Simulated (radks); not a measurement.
Question: Tb XIV, configuration [Kr] 4d10 4f3 5s2 5p1 (not the ground configuration). All-electron calculation, Dirac Kohn-Sham, PBE, spin-unpolarised, spherical densities, finite nucleus; open shells fill j = l - 1/2 first; Fermi nuclear charge, rms radius 5.06 fm. Program: a radial shooting solver on a logarithmic mesh with Libxc functionals. Some entries of the table are withheld. Estimate them.

| orbital | occ. | eigenvalue (Ry) | <r^2> (bohr^2) | r(max) (bohr) |
|---|---|---|---|---|
| 1s1/2 | 2 | -3827.354 | 0.0006317 | 0.01364 |
| 2s1/2 | 2 | -651.3700 | 0.009833 | 0.07768 |
| 2p1/2 | 2 | -620.0199 | 0.007127 | 0.05860 |
| 2p3/2 | 4 | -565.1673 | 0.008358 | 0.06452 |
| 3s1/2 | 2 | -160.8041 | 0.06534 | 0.2200 |
| 3p1/2 | 2 | -147.1731 | 0.06076 | (1) |
| 3p3/2 | 4 | -135.8435 | 0.06773 | (2) |
| 3d3/2 | 4 | -112.3431 | 0.05390 | 0.1745 |
| 3d5/2 | 6 | -109.8748 | 0.05584 | 0.1780 |
| 4s1/2 | 2 | -47.70729 | 0.3188 | 0.5012 |
| 4p1/2 | 2 | -42.30588 | 0.3312 | 0.5040 |
| 4p3/2 | 4 | -39.63668 | 0.3645 | 0.5291 |
| 4d3/2 | 4 | -30.67468 | 0.3965 | (3) |
| 4d5/2 | 6 | -30.16747 | 0.4078 | (4) |
| 5s1/2 | 2 | -19.44471 | 1.328 | 1.054 |
| 4f5/2 | 3 | -19.27972 | 0.4752 | 0.5039 |
| 4f7/2 | 0 | -19.18635 | 0.4809 | 0.5072 |
| 5p1/2 | 1 | -17.48389 | 1.464 | 1.100 |
| 5p3/2 | 0 | -16.80142 | 1.578 | 1.147 |
| 5d3/2 | 0 | -13.66945 | 1.935 | 1.260 |
| 5d5/2 | 0 | -13.54453 | 1.973 | 1.274 |
| 6s1/2 | 0 | -10.66722 | (5) | 1.931 |
| 5f5/2 | 0 | -10.04406 | 2.741 | (6) |
| 5f7/2 | 0 | -10.02005 | 2.757 | (7) |
| 6p1/2 | 0 | -9.79421 | 4.409 | 2.032 |
| 6p3/2 | 0 | -9.51029 | 4.661 | 2.095 |

Answer: 
(1) 3p1/2 r(max) (bohr): 0.2073
(2) 3p3/2 r(max) (bohr): 0.2198
(3) 4d3/2 r(max) (bohr): 0.5310
(4) 4d5/2 r(max) (bohr): 0.5387
(5) 6s1/2 <r^2> (bohr^2): 3.992
(6) 5f5/2 r(max) (bohr): 1.503
(7) 5f7/2 r(max) (bohr): 1.508
